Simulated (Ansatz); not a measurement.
A made-up structure of B2H2O2, singlet:

```
6
angstrom
O 0.1322 -2.4045 -0.0568
B 0.1812 -1.2082 -0.1673
B 0.2383 0.4791 -0.3088
O -0.4639 1.2853 0.5059
H -0.2328 -1.3223 0.8995
H -0.9971 0.8394 1.1700
```

It is relaxed with PBE-D4/def2-SVP and then PBE0-D4/def2-TZVP (Ansatz 0.2.0). Atoms count as bonded within 1.22 times the sum of their covalent radii (H–H: 0.88 Å). The end point is not checked to be a true minimum.

**Question.** Does its bonding change? (Judge from chemistry; the calculation decides.)

**Answer.** Computed: No: no bond forms or breaks.

Where it ends: The first stage lowers the energy by 2.22 eV in 12 steps. It ends as B₂H₂O₂ ([O][BH][B][OH]):
```
atom    x (Å)    y (Å)    z (Å)
  O1   0.5718  -2.4602  -0.6016
  B2   0.1137  -1.4982   0.0339
  B3  -0.0313   0.2300  -0.1133
  O4  -0.4319   1.3492   0.3743
  H5  -0.4760  -1.4112   1.1339
  H6  -0.8883   1.4593   1.2153
```

Labels in which every atom is bracketed show which atoms are joined, not bond orders.

For scale, one of the runs: PBE0-D4/def2-TZVP relaxation, 136 basis functions, launched by `ansatz run in.yaml --threads 2 --pin off --events-out ev --progress --plain --max-ram 4352MiB`. Hardware: 2 CPU threads of an Arm Neoverse V2, shared host. Wall time about 17 s.
